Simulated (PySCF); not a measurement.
C$_{3}$H$_{2}$F$_{5}$O, charge +2, doublet, geometry from GFN2-xTB of the parent state (a state made from the parent by changing its charge; the spin is typed, not shown lowest); PySCF with MP2/STO-3G.

Input for PySCF:
```python
from pyscf import gto, scf, mp

mol = gto.Mole()
mol.atom = '''
    O    -0.633803   -1.466104   -0.781344
    C    -0.378977   -0.560012    0.258408
    C    -1.199926    0.695158    0.171487
    F    -1.293300    1.317114   -0.996973
    F    -2.396021    0.664901    0.768533
    C     1.121607   -0.216718    0.165962
    F     1.453724    0.338727   -0.992533
    F     1.462376    0.645281    1.134795
    F     1.874961   -1.302179    0.329288
    H    -1.555270   -1.755083   -0.766774
    H    -0.546185   -1.001247    1.254381
'''
mol.basis = 'sto-3g'
mol.charge = 2
mol.spin = 1
mol.verbose = 4
mol.build()

mf = scf.UHF(mol)
mf.kernel()

pt = mp.MP2(mf)
pt.kernel()
print('E(MP2) = %.10f' % pt.e_tot)
```

Write the output that PySCF gives for this input, abridged.


```
PySCF version 2.14.0

[INPUT] verbose = 4
[INPUT] num. atoms = 11
[INPUT] num. electrons = 71
[INPUT] charge = 2
[INPUT] spin (= nelec alpha-beta = 2S) = 1
[INPUT] symmetry False subgroup None
[INPUT] Mole.unit = angstrom
[INPUT] Symbol           X                Y                Z      unit          X                Y                Z       unit  Magmom
[...]
nuclear repulsion = 525.23331181091
number of shells = 29
number of NR pGTOs = 141
number of NR cGTOs = 47
basis = sto-3g
ecp = {}

******** <class 'pyscf.scf.uhf.UHF'> ********
method = UHF
initial guess = minao
damping factor = 0
level_shift factor = 0
DIIS = <class 'pyscf.scf.diis.CDIIS'>
diis_start_cycle = 1
diis_space = 8
diis_damp = 0
SCF conv_tol = 1e-09
SCF conv_tol_grad = None
SCF max_cycles = 50
direct_scf = True
direct_scf_tol = 1e-13
number electrons alpha = 36  beta = 35
Set gradient conv threshold to 3.16228e-05
init E= -678.906937382014

cycle= 1 E= -675.792577892765  delta_E= 3.11  |g|= 0.977  |ddm|= 3.09
cycle= 2 E= -676.237687202276  delta_E= -0.445  |g|= 0.683  |ddm|= 1.95
cycle= 3 E= -676.492680031651  delta_E= -0.255  |g|= 0.0795  |ddm|= 0.794
cycle= 4 E= -676.501325139259  delta_E= -0.00865  |g|= 0.0367  |ddm|= 0.167
cycle= 5 E= -676.504378207097  delta_E= -0.00305  |g|= 0.0209  |ddm|= 0.114
cycle= 6 E= -676.505993438469  delta_E= -0.00162  |g|= 0.0166  |ddm|= 0.0873
cycle= 7 E= -676.507557496677  delta_E= -0.00156  |g|= 0.0169  |ddm|= 0.0899
cycle= 8 E= -676.506943649024  delta_E= 0.000614  |g|= 0.0163  |ddm|= 0.0349
cycle= 9 E= -676.504467071463  delta_E= 0.00248  |g|= 0.0121  |ddm|= 0.18
cycle= 10 E= -676.503376913077  delta_E= 0.00109  |g|= 0.00926  |ddm|= 0.159
cycle= 11 E= -676.50325420827  delta_E= 0.000123  |g|= 0.00888  |ddm|= 0.088
cycle= 12 E= -676.503379609648  delta_E= -0.000125  |g|= 0.00749  |ddm|= 0.0165
cycle= 13 E= -676.503730419203  delta_E= -0.000351  |g|= 0.00692  |ddm|= 0.0564
cycle= 14 E= -676.504134952366  delta_E= -0.000405  |g|= 0.00527  |ddm|= 0.0738
cycle= 15 E= -676.504309871  delta_E= -0.000175  |g|= 0.00527  |ddm|= 0.0418
cycle= 16 E= -676.504425065925  delta_E= -0.000115  |g|= 0.00498  |ddm|= 0.0329
cycle= 17 E= -676.504446910299  delta_E= -2.18e-05  |g|= 0.00449  |ddm|= 0.0249
cycle= 18 E= -676.504399612076  delta_E= 4.73e-05  |g|= 0.00421  |ddm|= 0.0153
cycle= 19 E= -676.504263693386  delta_E= 0.000136  |g|= 0.00329  |ddm|= 0.0461
cycle= 20 E= -676.504133053931  delta_E= 0.000131  |g|= 0.00244  |ddm|= 0.075
cycle= 21 E= -676.504146429538  delta_E= -1.34e-05  |g|= 0.00195  |ddm|= 0.0419
cycle= 22 E= -676.504135694085  delta_E= 1.07e-05  |g|= 0.00135  |ddm|= 0.0313
cycle= 23 E= -676.504147257276  delta_E= -1.16e-05  |g|= 0.000917  |ddm|= 0.0243
cycle= 24 E= -676.504150873716  delta_E= -3.62e-06  |g|= 0.000828  |ddm|= 0.00934
cycle= 25 E= -676.504152076858  delta_E= -1.2e-06  |g|= 0.000512  |ddm|= 0.00943
cycle= 26 E= -676.504152057034  delta_E= 1.98e-08  |g|= 0.00043  |ddm|= 0.0127
cycle= 27 E= -676.504152224123  delta_E= -1.67e-07  |g|= 0.000294  |ddm|= 0.00292
cycle= 28 E= -676.504153249414  delta_E= -1.03e-06  |g|= 0.000222  |ddm|= 0.00389
cycle= 29 E= -676.504153796141  delta_E= -5.47e-07  |g|= 0.000111  |ddm|= 0.00427
cycle= 30 E= -676.504153893404  delta_E= -9.73e-08  |g|= 7.55e-05  |ddm|= 0.00195
cycle= 31 E= -676.504153915677  delta_E= -2.23e-08  |g|= 6.17e-05  |ddm|= 0.000924
cycle= 32 E= -676.504153943703  delta_E= -2.8e-08  |g|= 4.96e-05  |ddm|= 0.000573
cycle= 33 E= -676.504153953226  delta_E= -9.52e-09  |g|= 3.27e-05  |ddm|= 0.000506
cycle= 34 E= -676.504153964365  delta_E= -1.11e-08  |g|= 2.02e-05  |ddm|= 0.000599
cycle= 35 E= -676.504153965073  delta_E= -7.08e-10  |g|= 9.73e-06  |ddm|= 0.00026
Extra cycle  E= -676.504153965325  delta_E= -2.51e-10  |g|= 8.45e-06  |ddm|= 2.71e-05
converged SCF energy = -676.504153965325  <S^2> = 0.82306387  2S+1 = 2.0717759

******** <class 'pyscf.mp.ump2.UMP2'> ********
nocc = (np.int64(36), np.int64(35)), nmo = (47, 47)
E(UMP2) = -676.869787742772  E_corr = -0.365633777447026
E(SCS-UMP2) = -676.869517902242  E_corr = -0.365363936917489
E_corr(same-spin) = -0.0846883800218576
E_corr(oppo-spin) = -0.280945397425169
E(MP2) = -676.8697877428
```
